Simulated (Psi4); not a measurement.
Job for Psi4: SAPT0/jun-cc-pV(D+d)Z on CH3AlO (a complex), monomers drawn apart or pushed together.

```
memory 8100 MB

molecule dimer {
0 1
Al    0.03293872   -0.05424756    0.29317912
H     1.40888496   -0.80216166    0.30369960
H    -0.00539541    1.48884848    0.03097128
H    -1.29519228   -0.88130476    0.23009942
--
0 1
C    -0.04299610    0.21599206    3.08696570
O    -0.01328806    0.10933201    1.96895934
units angstrom
symmetry c1
no_reorient
no_com
}

set {
  basis jun-cc-pV(D+d)Z
  scf_type df
  freeze_core true
}

energy('sapt0')
```

It printed:

```
[...]
==> Input File <==

--------------------------------------------------------------------------
memory 8100 MB

molecule dimer {
0 1
Al    0.03293872   -0.05424756    0.29317912
H     1.40888496   -0.80216166    0.30369960
H    -0.00539541    1.48884848    0.03097128
H    -1.29519228   -0.88130476    0.23009942
--
0 1
C    -0.04299610    0.21599206    3.08696570
O    -0.01328806    0.10933201    1.96895934
units angstrom
symmetry c1
no_reorient
no_com
}

set {
  basis jun-cc-pV(D+d)Z
  scf_type df
  freeze_core true
}

energy('sapt0')
--------------------------------------------------------------------------


   => Loading Basis Set <=

    Name: JUN-CC-PV(D+D)Z
    Role: ORBITAL
    Keyword: BASIS
    atoms 1   entry AL         line   500 file jun-cc-pv_dpd_z.gbs
    atoms 2-4 entry H          line    60 file jun-cc-pv_dpd_z.gbs
    atoms 5   entry C          line   188 file jun-cc-pv_dpd_z.gbs
    atoms 6   entry O          line   256 file jun-cc-pv_dpd_z.gbs

   => Loading Basis Set <=

    Name: JUN-CC-PV(D+D)Z
    Role: ORBITAL
    Keyword: BASIS
    atoms 1   entry AL         line   500 file jun-cc-pv_dpd_z.gbs
    atoms 2-4 entry H          line    60 file jun-cc-pv_dpd_z.gbs
    atoms 5   entry C          line   188 file jun-cc-pv_dpd_z.gbs
    atoms 6   entry O          line   256 file jun-cc-pv_dpd_z.gbs


  //>>>>>>>>>>>>>>>>>>>>>>>>>>>>>>>>>>>//
  //              Dimer HF             //
  //<<<<<<<<<<<<<<<<<<<<<<<<<<<<<<<<<<<//

   => Libint2 <=

    Primary   basis highest AM E, G, H:  7, 6, 3
    Auxiliary basis highest AM E, G, H:  7, 7, 4
    Onebody   basis highest AM E, G, H:  -, -, -
    Solid Harmonics ordering:            Gaussian


   => Loading Basis Set <=

    Name: JUN-CC-PV(D+D)Z
    Role: ORBITAL
    Keyword: BASIS
    atoms 1   entry AL         line   500 file jun-cc-pv_dpd_z.gbs
    atoms 2-4 entry H          line    60 file jun-cc-pv_dpd_z.gbs
    atoms 5   entry C          line   188 file jun-cc-pv_dpd_z.gbs
    atoms 6   entry O          line   256 file jun-cc-pv_dpd_z.gbs


         ---------------------------------------------------------
                                   SCF
               by Justin Turney, Rob Parrish, Andy Simmonett
                          and Daniel G. A. Smith
                              RHF Reference
                        4 Threads,   7724 MiB Core
         ---------------------------------------------------------

  ==> Geometry <==

    Molecular point group: c1
    Full point group: C1

    Geometry (in Angstrom), charge = 0, multiplicity = 1:

       Center              X                  Y                   Z               Mass
    ------------   -----------------  -----------------  -----------------  -----------------
         AL           0.032938720000    -0.054247560000     0.293179120000    26.981538530000
         H            1.408884960000    -0.802161660000     0.303699600000     1.007825032230
         H           -0.005395410000     1.488848480000     0.030971280000     1.007825032230
         H           -1.295192280000    -0.881304760000     0.230099420000     1.007825032230
         C           -0.042996100000     0.215992060000     3.086965700000    12.000000000000
         O           -0.013288060000     0.109332010000     1.968959340000    15.994914619570

  Running in c1 symmetry.

  Rotational constants: A =      2.22323  B =      0.09203  C =      0.09193 [cm^-1]
  Rotational constants: A =  66650.61277  B =   2758.97650  C =   2755.92275 [MHz]
  Nuclear repulsion =   91.975720471504360

  Charge       = 0
  Multiplicity = 1
  Electrons    = 30
  Nalpha       = 15
  Nbeta        = 15

  ==> Algorithm <==

  SCF Algorithm Type is DF.
  DIIS enabled.
  MOM disabled.
  Fractional occupation disabled.
  Guess Type is SAD.
  Energy threshold   = 1.00e-08
  Density threshold  = 1.00e-08
  Integral threshold = 1.00e-12

  ==> Primary Basis <==

  Basis Set: JUN-CC-PV(D+D)Z
    Blend: JUN-CC-PV(D+D)Z
    Number of shells: 36
    Number of basis functions: 78
    Number of Cartesian functions: 82
    Spherical Harmonics?: true
    Max angular momentum: 2

   => Loading Basis Set <=

    Name: (JUN-CC-PV(D+D)Z AUX)
    Role: JKFIT
    Keyword: DF_BASIS_SCF
    atoms 1   entry AL         line   426 file jun-cc-pvdz-jkfit.gbs
    atoms 2-4 entry H          line    70 file jun-cc-pvdz-jkfit.gbs
    atoms 5   entry C          line   146 file jun-cc-pvdz-jkfit.gbs
    atoms 6   entry O          line   258 file jun-cc-pvdz-jkfit.gbs

  ==> Integral Setup <==

  DFHelper Memory: AOs need 0.018 GiB; user supplied 5.658 GiB.
  SCF_SUBTYPE=INCORE selected. In-core MEM_DF algorithm will be used.
  Using in-core AOs.

  ==> MemDFJK: Density-Fitted J/K Matrices <==

    J tasked:                   Yes
    K tasked:                   Yes
    wK tasked:                   No
    OpenMP threads:               4
    Algorithm:                 Core
    Schwarz Cutoff:           1E-12
    Mask sparsity (%):       0.0000
    Fitting Condition
[...]
Final Occupation by Irrep:
              A
    DOCC [     7 ]
    NA   [     7 ]
    NB   [     7 ]

  @DF-RHF Final Energy:  -112.75466561778777

   => Energetics <=

    Nuclear Repulsion Energy =             22.6088655754686414
    One-Electron Energy =                -198.2601315786586440
    Two-Electron Energy =                  62.8966003854022588
    Total Energy =                       -112.7546656177877651

Computation Completed


Properties will be evaluated at   0.000000,   0.000000,   0.000000 [a0]

Properties computed using the SCF density matrix


 Multipole Moments:

 ------------------------------------------------------------------------------------
     Multipole            Electronic (a.u.)      Nuclear  (a.u.)        Total (a.u.)
 ------------------------------------------------------------------------------------

 L = 1.  Multiply by 2.5417464519 to convert [e a0] to [Debye]
 Dipole X            :          0.6860586           -0.6883915           -0.0023329
 Dipole Y            :         -4.0934641            4.1018555            0.0083913
 Dipole Z            :        -64.6790444           64.7674696            0.0884253
 Magnitude           :                                                    0.0888532

 ------------------------------------------------------------------------------------

  Constructing Basis Sets for SAPT...

   => Loading Basis Set <=

    Name: (JUN-CC-PV(D+D)Z AUX)
    Role: RIFIT
    Keyword: DF_BASIS_SAPT
    atoms 1   entry AL         line   320 file jun-cc-pvdz-ri.gbs
    atoms 2-4 entry H          line    30 file jun-cc-pvdz-ri.gbs
    atoms 5   entry C          line   100 file jun-cc-pvdz-ri.gbs
    atoms 6   entry O          line   188 file jun-cc-pvdz-ri.gbs

   => Loading Basis Set <=

    Name: (JUN-CC-PV(D+D)Z AUX)
    Role: JKFIT
    Keyword: DF_BASIS_ELST
    atoms 1   entry AL         line   426 file jun-cc-pvdz-jkfit.gbs
    atoms 2-4 entry H          line    70 file jun-cc-pvdz-jkfit.gbs
    atoms 5   entry C          line   146 file jun-cc-pvdz-jkfit.gbs
    atoms 6   entry O          line   258 file jun-cc-pvdz-jkfit.gbs


  //>>>>>>>>>>>>>>>>>>>>>>>>>>>>>>>>>>>//
  //               SAPT0               //
  //<<<<<<<<<<<<<<<<<<<<<<<<<<<<<<<<<<<//



        SAPT0
    Ed Hohenstein
     6 June 2009

      Orbital Information
  --------------------------
    NSO        =        78
    NMO        =        78
    NRI        =       257
    NRI (Elst) =       348
    NOCC A     =         8
    NOCC B     =         7
    FOCC A     =         5
    FOCC B     =         2
    NVIR A     =        70
    NVIR B     =        71

    Elst10,r            =    -0.068660342196 [Eh]
    Exch10              =     0.160739284395 [Eh]
    Exch10 (S^2)        =     0.153284047032 [Eh]

    Maxiter = 50
    CPHF R converge = 1.000000E-08

    Iter     Energy [mEh]          dE [mEh]         Residual      Time [s]
       1     -44.97227625      44.972276253     3.292446e-02             0
       2     -56.33966162      11.367385363     4.547127e-03             0
       3     -55.96523574      -0.374425881     6.154697e-04             0
       4     -55.98405242       0.018816680     7.315388e-05             0
       5     -55.98432881       0.000276395     9.753141e-06             0
       6     -55.98399423      -0.000334585     2.149524e-06             0
       7     -55.98407433       0.000080100     4.455302e-07             0
       8     -55.98406145      -0.000012875     5.252164e-08             0
       9     -55.98406237       0.000000916     7.836060e-09             0

    CHF Iterations converged

    Maxiter = 50
    CPHF R converge = 1.000000E-08

    Iter     Energy [mEh]          dE [mEh]         Residual      Time [s]
       1    -112.43068668     112.430686682     8.950084e-02             0
       2    -120.68164670       8.250960017     3.619148e-02             0
       3    -132.86252422      12.180877518     6.959255e-03             0
       4    -132.90303959       0.040515369     1.206676e-03             0
       5    -132.68298947      -0.220050114     2.149757e-04             0
       6    -132.70593199       0.022942516     4.421475e-05             0
       7    -132.70362775      -0.002304237     4.407918e-06             0
       8    -132.70364029       0.000012542     7.071815e-07             0
       9    -132.70365778       0.000017489     1.212059e-07             0
      10    -132.70365331      -0.000004475     3.842507e-08             0
      11    -132.70365446       0.000001157     6.906756e-09             0

    CHF Iterations converged

    Ind20,r (A<-B)      =    -0.055984062366 [Eh]
    Ind20,r (B<-A)      =    -0.132703654464 [Eh]
    Ind20,r             =    -0.188687716831 [Eh]
    Exch-Ind20,r (A<-B) =     0.052676894512 [Eh]
    Exch-Ind20,r (B<-A) =     0.082375776741 [Eh]
    Exch-Ind20,r        =     0.135052671253 [Eh]
    Disp20              =    -0.018305222917 [Eh]
    Disp20 (SS)         =    -0.009152611459 [Eh]
    Disp20 (OS)         =    -0.009152611459 [Eh]
    Exch-Disp20         =     0.004107642703 [Eh]
    Exch-Disp20 (SS)    =     0.001803053646 [Eh]
    Exch-Disp20 (OS)    =     0.002304589057 [Eh]

    SAPT Results
  --------------------------------------------------------------------------------------------------------
    Electrostatics                -68.66034220 [mEh]     -43.08501520 [kcal/mol]    -180.26770360 [kJ/mol]
      Elst10,r                    -68.66034220 [mEh]     -43.08501520 [kcal/mol]    -180.26770360 [kJ/mol]

    Exchange                      160.73928439 [mEh]     100.86542377 [kcal/mol]     422.02093304 [kJ/mol]
      Exch10                      160.73928439 [mEh]     100.86542377 [kcal/mol]     422.02093304 [kJ/mol]
      Exch10(S^2)                 153.28404703 [mEh]      96.18719169 [kcal/mol]     402.44721004 [kJ/mol]

    Induction                     -44.05289113 [mEh]     -27.64360653 [kcal/mol]    -115.66084973 [kJ/mol]
      Ind20,r                    -188.68771683 [mEh]    -118.40332990 [kcal/mol]    -495.39953229 [kJ/mol]
      Exch-Ind20,r                135.05267125 [mEh]      84.74683067 [kcal/mol]     354.58073952 [kJ/mol]
      delta HF,r (2)                9.58215445 [mEh]       6.01289269 [kcal/mol]      25.15794303 [kJ/mol]

    Dispersion                    -14.19758021 [mEh]      -8.90911609 [kcal/mol]     -37.27574172 [kJ/mol]
      Disp20                      -18.30522292 [mEh]     -11.48670080 [kcal/mol]     -48.06035615 [kJ/mol]
      Exch-Disp20                   4.10764270 [mEh]       2.57758471 [kcal/mol]      10.78461443 [kJ/mol]
      Disp20 (SS)                  -9.15261146 [mEh]      -5.74335040 [kcal/mol]     -24.03017807 [kJ/mol]
      Disp20 (OS)                  -9.15261146 [mEh]      -5.74335040 [kcal/mol]     -24.03017807 [kJ/mol]
      Exch-Disp20 (SS)              1.80305365 [mEh]       1.13143324 [kcal/mol]       4.73391670 [kJ/mol]
      Exch-Disp20 (OS)              2.30458906 [mEh]       1.44615147 [kcal/mol]       6.05069773 [kJ/mol]

  Total HF                         48.02605107 [mEh]      30.13680203 [kcal/mol]     126.09237971 [kJ/mol]
  Total SAPT0                      33.82847085 [mEh]      21.22768594 [kcal/mol]      88.81663799 [kJ/mol]

  Special recipe for scaled SAPT0 (see Manual):
    Electrostatics sSAPT0         -68.66034220 [mEh]     -43.08501520 [kcal/mol]    -180.26770360 [kJ/mol]
    Exchange sSAPT0               160.73928439 [mEh]     100.86542377 [kcal/mol]     422.02093304 [kJ/mol]
    Induction sSAPT0              -23.37337070 [mEh]     -14.66701155 [kcal/mol]     -61.36677631 [kJ/mol]
    Dispersion sSAPT0             -13.56861020 [mEh]      -8.51443144 [kcal/mol]     -35.62438116 [kJ/mol]
  Total sSAPT0                     55.13696131 [mEh]      34.59896558 [kcal/mol]     144.76207197 [kJ/mol]
  --------------------------------------------------------------------------------------------------------



*** Psi4 exiting successfully. Buy a developer a beer!
```

The run finished.

Cost: about 8 core-seconds (a rough figure).
